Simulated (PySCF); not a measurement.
InCl3.
Cartesian coordinates in Å at the PBE0-D3(BJ)/def2-SVP level; atoms count from 1:
```
atom  x, y, z in Å
In1    0.0292   -0.0312   -0.0081
Cl2    2.3437    0.0665    0.0941
Cl3   -1.1848    1.9155   -0.3253
Cl4   -1.1048   -2.0412    0.2088
```

Method used: PBE0-D3(BJ)/def2-SVP geometry optimisation, gas phase, def2 core potentials past Kr (PySCF 2.14.0).

Question: Which atoms are bound to In1, and at what distances?

Answer: 3 atoms: Cl3 2.316 Å, Cl4 2.318 Å, Cl2 2.319 Å.

Question: List the angles at In1.

Answer: 
```csv
angle,degrees,distance of the outer atoms (Å)
Cl2–In1–Cl4,121.4,4.04
Cl2–In1–Cl3,119.6,4.01
Cl3–In1–Cl4,119.0,3.99
```

Question: What is the shape at In1?

Answer: Planar: angles 121.4°, 119.6° and 119.0°, sum 360.0°, 0.00 Å off the plane of its three neighbours. Differences among atoms that D3h makes equivalent are scatter left by the optimiser.

Point group: D3h (tolerance 0.08 Å). Charge 0, singlet. No frequency check.
